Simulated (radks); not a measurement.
Values are calculated unless marked as measured or tabulated.
These are the eigenvalues of the occupied orbitals of an atom or ion with whole-number occupations (eV). Level of theory: Dirac Kohn-Sham, PBE, spin-unpolarised, spherical densities, point nucleus (a radial shooting solver on a logarithmic mesh with Libxc functionals).

1s1/2: -76029.18
2s1/2: -13296.27
2p1/2: -12735.40
2p3/2: -11107.59
3s1/2: -3115.708
3p1/2: -2864.830
3p3/2: -2508.399
3d3/2: -2090.274
3d5/2: -2013.266
4s1/2: -670.9307
4p1/2: -565.1303
4p3/2: -480.8351
4d3/2: -307.6195
4d5/2: -291.9754
5s1/2: -105.7896
5p1/2: -72.6319
4f5/2: -71.7263
4f7/2: -68.6078
5p3/2: -59.0845
5d3/2: -15.9363
5d5/2: -14.6786
6s1/2: -13.5125

Which element is it, and in what charge state? The configuration may be excited. Open shells, if any, fill j = l - 1/2 first.

Answer. Z = 77, iridium, charge +1: Ir+ in [Xe] 4f14 5d7 6s1. The list shows which subshells hold electrons but not how many an open one holds; the 1s level, -2794 hartree, gives Z - s = 74.8 by -(Z - s)^2/2, which with screening and relativity narrows Z to a few neighbours, and the depths of the outer levels then fix element, charge and occupations together.
